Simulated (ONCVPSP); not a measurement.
**Which change was made? (Ta, ONCV)**

- Element: Ta
- Generator: ONCVPSP 4.0.1
- Type: optimised norm-conserving Vanderbilt (ONCV)
- Functional: BLYP
- Relativity: scalar-relativistic
- Frozen core: [Kr] 4d10 4f14
- Valence charge: 13
- Reference configuration: 5s2 5p6 5d3 6s1.75 6p0.25
- Partial waves: 5s+6s: rc 1.95 bohr, ncon 3, nbas 8, qcut 5.8 1/bohr, 2 projectors; 5p+6p: rc 2.30 bohr, ncon 4, nbas 8, qcut 5.8 1/bohr, 2 projectors; 5d: rc 2.55 bohr, ncon 5, nbas 9, qcut 6.8 1/bohr, 2 projectors, debl 2.9 Ha; f scattering state at 0.24 Ha: rc 2.70 bohr, ncon 3, nbas 7, qcut 4.7 1/bohr, 2 projectors, debl 1.6 Ha
- Local potential: polynomial inside 1.30 bohr (lpopt 5, dvloc0 2 Ha)
- Core correction: polynomial model core, fcfact 0.65

Cutoffs, loose and tight: the cutoffs (Ha) at which the residual kinetic energy of the hardest occupied pseudo-wave falls to 1 and 0.1 mHa per electron. They do not see the model core or the augmentation charge, which bear on the density cutoff. Test errors are all-electron minus pseudo excitation energies from the reference, over the configurations 5s2 5p6 5d3 6s2 6p0; 5s2 5p6 5d3 6s1 6p0; 5s2 5p6 5d3 6s0 6p0; 5s2 5p6 5d3 6s1.5 6p0; variants that change the core or the reference have their own tests.

The base gives: outcome: generated; cutoff, loose: 13 Ha; cutoff, tight: 16 Ha; bound ghosts: none; GHOST(+) flags above zero: s; largest test error (meV): -18.

After one change the result is: outcome: generated; cutoff, loose: 11 Ha; cutoff, tight: 13 Ha; bound ghosts: none; GHOST(+) flags above zero: none; largest test error (meV): -21. Which change was it?
A. all radii but the core radius scaled by about 1.32 (s 2.58, p 3.04, d 3.36, f 3.56 bohr); local potential polynomial inside 1.72 bohr (lpopt 5, dvloc0 2 Ha)
B. all radii but the core radius scaled by about 0.78 (s 1.52, p 1.78, d 1.98, f 2.10 bohr); local potential polynomial inside 1.02 bohr (lpopt 5, dvloc0 2 Ha)
C. all radii but the core radius scaled by about 1.21 (s 2.36, p 2.78, d 3.10, f 3.28 bohr); local potential polynomial inside 1.58 bohr (lpopt 5, dvloc0 2 Ha)

C. The others give: all radii but the core radius scaled by about 1.32 (s 2.58, p 3.04, d 3.36, f 3.56 bohr); local potential polynomial inside 1.72 bohr (lpopt 5, dvloc0 2 Ha) → outcome: generated; cutoff, loose: 10 Ha; cutoff, tight: 12 Ha; bound ghosts: none; GHOST(+) flags above zero: none; largest test error (meV): -29 | all radii but the core radius scaled by about 0.78 (s 1.52, p 1.78, d 1.98, f 2.10 bohr); local potential polynomial inside 1.02 bohr (lpopt 5, dvloc0 2 Ha) → outcome: generated; cutoff, loose: 16 Ha; cutoff, tight: 78 Ha; bound ghosts: none; GHOST(+) flags above zero: s, f; largest test error (meV): -15.
